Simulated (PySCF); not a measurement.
Vertical excitations of a molecule GeH6OSi from TDA-PBE/def2-SVPD (PySCF), as energy in eV (oscillator strength): 5.60 (0.008), 6.35 (0.057), 6.60 (0.007), 6.76 (0.018), 6.88 (0.134), 7.09 (0.017), 7.25 (0.001), 7.30 (0.021), 7.35 (0.126), 7.53 (0.042). Lowest triplet (TDA): 5.14 eV. The structure is a stationary point at ωB97X-D3(BJ)/def2-SVP. One conformer was computed; it need not be the lowest.

Q: Which molecule gave these data?
(A) O[SiH2][GeH3]
(B) [SiH3][O][GeH3]
(C) [OH][GeH2][SiH3]

A: A, O[SiH2][GeH3]
